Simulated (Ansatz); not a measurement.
`N[SiH2]C[TeH]` + `O[SiH]1[SiH2]S1` → `O[SiH2]C[TeH]` + `N[SiH]1[SiH2]S1`  (redistribution)

Program: Ansatz. Geometries: PBE0-D4/def2-TZVP. ΔE: electronic, gas phase. CCSD(T)/CBS is the MP2 limit (def2-TZVPP, def2-QZVPP) plus CCSD(T) − MP2 in def2-TZVPP, frozen cores. def2 core potentials past Kr. For Te outer-core shells are correlated without core-valence functions, which leaves a few kJ/mol of doubt a bond. One conformer a species, not always the lowest.

```csv
species,HF/CBS(def2) energy (Eh)
`N[SiH2]C[TeH]`,-652.42239
`O[SiH]1[SiH2]S1`,-1052.76901
`O[SiH2]C[TeH]`,-672.28415
`N[SiH]1[SiH2]S1`,-1032.90957
```

Problem. Work out ΔE.

Solution. ΔE = (-672.28415) + (-1032.90957) − (-652.42239) − (-1052.76901) = -0.00232 Eh = -6.1 kJ/mol. CCSD(T)/CBS gives -7.3 kJ/mol.

Largest T1 diagnostic among the species: 0.014.
